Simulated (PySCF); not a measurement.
**SnAs⁺ at BP86**

Computed with BP86; PySCF, scalar-relativistic core potentials, basis sets Sn def2-SVP with ECP28, As def2-SVP.

* state: ³Σ⁻ (triplet), unpaired electrons π ↑↑
* bond length: 2.653 Å
* harmonic wavenumber: 221 cm⁻¹
* force constant: 1.33 mdyn/Å
* rotational constant Be: 0.05193 cm⁻¹
* anharmonicity ωexe: 0.465 cm⁻¹
* vibration–rotation constant αe: 0.000155 cm⁻¹
* well depth De to Sn⁺ + As: 2.54 eV
* dissociation energy D0: 2.53 eV
* bond order (Mayer): 1.62
* dipole moment (positive dipole points towards As; it is taken about the centre of mass and depends on that origin): -1.39 D

Spin–orbit coupling is left out, which matters for elements this heavy, above all for dissociation energies. For an ion De counts to the pair picked by the measured ionisation energies or electron affinities, which need not be the lowest pair at this level. The state was picked by a PBE0 search and need not be the measured ground state.
